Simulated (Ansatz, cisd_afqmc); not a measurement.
System: F, charge 0, doublet.

Total energies in cc-pVTZ-DK, 7 correlated electrons, 1 frozen orbitals. Open shells are spin-unrestricted; no spin-orbit coupling. The -DK rows use spin-free X2C. AFQMC/CISD: phaseless, guided by CISD from CCSD amplitudes; bars are statistical, one sigma. Outlying blocks are dropped, and bars are widened where a walk drifts. Over all cases where full CI ran beside it in this data, AFQMC minus full CI had a median of +0.1 mEh and passed +0.4 mEh in a tenth of the cases. Full CI freezes restricted core orbitals and the other rows unrestricted ones, which leaves a small offset even where coupled cluster is exact.

```tsv
method	program	energy (Eh)	error against FCI (mEh)
HF	Ansatz	-99.49232	215.17
MP2	Ansatz	-99.69233	15.17
CCSD	Ansatz	-99.70372	3.77
CCSD(T)	Ansatz	-99.70732	0.18
CCSDT(Q)	Ansatz	-99.70756	-0.07
CCSDTQ	Ansatz	-99.70756	-0.06
AFQMC/CISD	cisd_afqmc	-99.7074 ± 0.0001	0.1 ± 0.1
FCI	Ansatz	-99.70749	0.00
```

Ansatz is a first-principles code.
